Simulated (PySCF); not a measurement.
(H₂SiO)₃, optimised at PBE0/def2-TZVP:

```xyz
12

Si     1.6407    -0.2073     0.4658
O      0.6140     0.9481     1.0152
Si    -0.9563     1.2748     0.6708
O     -1.4722     0.1772    -0.4338
Si    -0.7153    -1.0788    -1.1692
O      0.8273    -1.1365    -0.6142
H      2.0861    -1.0478     1.5993
H      2.7898     0.4371    -0.2082
H     -1.0605     2.6349     0.0972
H     -1.7657     1.1490     1.9032
H     -0.7029    -0.8560    -2.6321
H     -1.4087    -2.3398    -0.8245
```

Method: PySCF energies (xtb for GFN2) plus ideal-gas RRHO corrections (1 bar). 6-31G* has spherical d functions here. All species are closed-shell singlets. B3LYP is the form with VWN-RPA correlation. (H₂SiO)₃: computed as isolated molecules; such fragments, hydroxides, amides, oligomers or adducts are transient or little studied in the gas.

Question: List the harmonic frequencies (cm⁻¹, unscaled) at this level and at the other levels, each on its own geometry.

Answer: 
- PBE0/def2-TZVP: 76, 76, 101, 299, 299, 507, 634, 665, 665, 691, 691, 716, 716, 717, 730, 822, 963, 963, 996, 996, 1012, 1047, 1083, 1083, 2252, 2252, 2253, 2253, 2256, 2263
- B3LYP/6-31G*: 62, 63, 83, 290, 290, 504, 618, 649, 649, 696, 696, 712, 712, 719, 738, 810, 989, 990, 1017, 1017, 1033, 1033, 1062, 1062, 2284, 2284, 2285, 2285, 2290, 2296
- GFN2-xTB: 97, 97, 126, 264, 264, 409, 579, 579, 580, 584, 584, 618, 631, 637, 637, 644, 774, 774, 791, 816, 816, 949, 1049, 1049, 2326, 2326, 2338, 2345, 2346, 2351
- HF/6-31G*: 85, 85, 120, 321, 321, 563, 663, 687, 687, 750, 750, 784, 791, 791, 817, 876, 1069, 1069, 1097, 1097, 1108, 1118, 1130, 1130, 2428, 2428, 2434, 2438, 2438, 2451
- PBE/def2-SVP: 56, 57, 76, 277, 277, 478, 598, 630, 630, 665, 665, 679, 679, 686, 697, 774, 936, 936, 964, 964, 975, 991, 1025, 1025, 2194, 2194, 2196, 2196, 2201, 2204
